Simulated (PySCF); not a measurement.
## KS: frontier orbitals

M06-2X at R = 2.813 Å; PySCF, no relativity, basis sets K 6-31G(d,p), S 6-31G(d,p). State: ²Π (doublet), unpaired electrons π ↑. Only the outer orbitals are listed, counted within each symmetry.

```tsv
spin	orbital	occ.	ε (eV)	on K (%)	main shells (%)
α	7σ	1	-41.35	100	100 K s
α	3π	1	-23.07	100	100 K p
α	3π	1	-23.05	100	100 K p
α	8σ	1	-22.98	99	98 K p
α	9σ	1	-17.79	3	97 S s
α	4π	1	-7.08	4	96 S p
α	10σ	1	-6.32	8	91 S p
α	4π	1	-6.04	6	94 S p
α	11σ	0	-1.37	98	74 K s, 25 K p
α	5π	0	-0.26	100	89 K p, 11 K d
α	5π	0	-0.24	100	88 K p, 12 K d
β	7σ	1	-41.35	100	100 K s
β	3π	1	-23.07	100	100 K p
β	3π	1	-23.05	100	100 K p
β	8σ	1	-22.97	99	99 K p
β	9σ	1	-16.34	3	97 S s
β	10σ	1	-5.82	10	90 S p
β	4π	1	-5.55	8	92 S p
β	11σ	0	-1.32	98	73 K s, 25 K p
β	4π	0	-1.16	31	69 S p, 21 K p, 10 K d
β	5π	0	-0.20	100	88 K p, 11 K d
```

Which are the highest filled and the lowest empty level, where do they sit, and how wide is the gap?

Highest filled β 4π at -5.55 eV (in %: 92 S p); lowest empty α 11σ at -1.37 eV (in %: 74 K s, 25 K p); the gap at M06-2X is 4.18 eV.

* bond order (Mayer): 0.71
* ⟨S²⟩: 0.753
* charge on K (Mulliken, basis-dependent): 0.61
* charge on K (Löwdin, basis-dependent): 0.34
* dipole moment (positive dipole means K(−)S(+)): -10.45 D

The state is the lowest determinant that a PBE0 search found; another state may lie lower at other levels.
